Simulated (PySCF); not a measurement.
GeH₄O₄. Atoms are numbered in the order given.

```xyz
9

O     -1.1255     0.9782    -0.9269
Ge     0.0000     0.0000     0.0000
O      1.1255    -0.9782    -0.9269
O     -0.9782    -1.1255     0.9269
O      0.9782     1.1255     0.9269
H     -1.9249     0.4873    -1.1491
H      1.9249    -0.4873    -1.1491
H     -0.4873    -1.9249     1.1491
H      0.4873     1.9249     1.1491
```

The structure is a stationary point at PBE0-D3(BJ)/def2-SVP. The isomer is the one that the SMILES or the coordinates give; other isomers of the formula were not compared. One conformer was computed; it need not be the lowest.

Computed with r2SCAN/def2-TZVP run with PySCF.

The molecule is in vacuum.

Computed frontier levels, gap, dipole moment and polarisability:
| Quantity | Value |
|---|---|
| highest occupied level | -7.84 eV |
| lowest empty level | -0.75 eV |
| orbital gap | 7.08 eV |
| dipole moment | 0.00 D |
| quadrupole, principal values (traceless, Buckingham form, about the centre of nuclear charge) | -2.59, 1.29, 1.29 D·Å |
| mean static polarisability | 40.2 bohr³ (5.96 Å³) |
| polarisability, principal values | 37.7, 41.5, 41.5 bohr³ |
